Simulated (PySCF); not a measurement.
ClH2SbTe2, SMILES [Sb]([TeH])([TeH])[Cl]. Atoms are numbered in the order given.

```xyz
6

Sb     0.6899    -0.8926     0.0000
Cl    -1.0962    -2.4964     0.0000
Te    -0.1698     0.8481    -1.9728
H      0.5549    -0.1221    -3.1173
Te    -0.1698     0.8481     1.9728
H      0.5549    -0.1221     3.1173
```

The structure is a stationary point at PBE0-D3(BJ)/def2-SVP. The geometry has at least one imaginary mode, so it is a saddle point at that level. The structure was generated by enumeration; whether it is a known compound was not checked. The def2 effective core potentials stand for the cores of Sb, Te; spin–orbit coupling is left out.

Method: TDA-M06-2X/def2-SVPD (PySCF).

Vertical excitations. Gas-phase values at a fixed geometry. State labels are in the subgroup Cs.

Computed UV-visible absorptions:
```json
[
 {"state": "S1", "symmetry": "A\"", "energy (eV)": "3.48", "λ (nm)": "356", "f": "0.000", "main pairs": "HOMO→LUMO+1 70 %, HOMO−1→LUMO 22 %"},
 {"state": "S2", "symmetry": "A'", "energy (eV)": "3.54", "λ (nm)": "351", "f": "0.006", "main pairs": "HOMO→LUMO 65 %, HOMO−1→LUMO+1 27 %"},
 {"state": "S3", "symmetry": "A'", "energy (eV)": "4.23", "λ (nm)": "293", "f": "0.006", "main pairs": "HOMO−1→LUMO+1 64 %, HOMO→LUMO 30 %"},
 {"state": "S4", "symmetry": "A\"", "energy (eV)": "4.28", "λ (nm)": "290", "f": "0.022", "main pairs": "HOMO−1→LUMO 69 %, HOMO→LUMO+1 15 %"},
 {"state": "S5", "symmetry": "A\"", "energy (eV)": "4.47", "λ (nm)": "277", "f": "0.002", "main pairs": "HOMO→LUMO+2 58 %, HOMO−2→LUMO 31 %"},
 {"state": "S6", "symmetry": "A'", "energy (eV)": "4.55", "λ (nm)": "273", "f": "0.018", "main pairs": "HOMO−1→LUMO+2 47 %, HOMO−2→LUMO+1 37 %, HOMO−2→LUMO+2 9 %"},
 {"state": "S7", "symmetry": "A\"", "energy (eV)": "4.63", "λ (nm)": "268", "f": "0.019", "main pairs": "HOMO→LUMO+3 76 %"},
 {"state": "S8", "symmetry": "A'", "energy (eV)": "4.81", "λ (nm)": "258", "f": "0.022", "main pairs": "HOMO−2→LUMO+2 51 %, HOMO−1→LUMO+3 22 %, HOMO−2→LUMO+1 10 %"},
 {"state": "S9", "symmetry": "A\"", "energy (eV)": "4.88", "λ (nm)": "254", "f": "0.133", "main pairs": "HOMO−2→LUMO 52 %, HOMO→LUMO+2 19 %, HOMO−3→LUMO+1 19 %"},
 {"state": "S10", "symmetry": "A'", "energy (eV)": "4.95", "λ (nm)": "250", "f": "0.032", "main pairs": "HOMO−2→LUMO+1 32 %, HOMO−1→LUMO+3 21 %, HOMO−3→LUMO 20 %, HOMO−1→LUMO+2 18 %"},
 {"state": "T1", "symmetry": "A\"", "energy (eV)": "3.09", "λ (nm)": "401", "f": "0", "main pairs": "HOMO→LUMO+1 49 %, HOMO−1→LUMO 43 %"},
 {"state": "T2", "symmetry": "A'", "energy (eV)": "3.15", "λ (nm)": "393", "f": "0", "main pairs": "HOMO→LUMO 56 %, HOMO−1→LUMO+1 36 %"},
 {"state": "T3", "symmetry": "A\"", "energy (eV)": "3.37", "λ (nm)": "368", "f": "0", "main pairs": "HOMO−2→LUMO 54 %, HOMO→LUMO+1 20 %, HOMO−1→LUMO 11 %"},
 {"state": "T4", "symmetry": "A'", "energy (eV)": "3.55", "λ (nm)": "349", "f": "0", "main pairs": "HOMO−2→LUMO+1 43 %, HOMO−3→LUMO 16 %, HOMO−1→LUMO+2 10 %, HOMO−1→LUMO+1 9 %"}
]
```
Triplets are in the Tamm–Dancoff approximation.
